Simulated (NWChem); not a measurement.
# GeSiH3F, singlet; SMILES [F][Ge][SiH3]

```xyz
6

Ge    -0.4282     0.6774     0.0000
F      1.2871     1.0963     0.0000
Si     0.0991    -1.7654     0.0000
H      0.9166    -2.0890     1.2148
H      0.9229    -2.0879    -1.2108
H     -1.1100    -2.6513    -0.0034
```
Atoms are numbered in this order, from 1.

Low-valent species are run as closed-shell singlets; no triplet was tried in these runs. The geometry was optimised at PBE0/def2-SVP. B3LYP is NWChem's, with the RPA form of VWN correlation.

Task: List the 4 lowest vertical singlet excitations from B3LYP/def2-SVPD, TDA (NWChem).

Result: 
```
state  energy (eV)  oscillator strength  leading excitation (squared amplitude)
-----  -----------  -------------------  --------------------------------------
S1            2.10                0.003                      HOMO → LUMO (0.99)
S2            4.74                0.023                    HOMO → LUMO+1 (0.93)
S3            5.25                0.000                    HOMO−1 → LUMO (0.99)
S4            5.44                0.001                    HOMO−2 → LUMO (0.87)
```
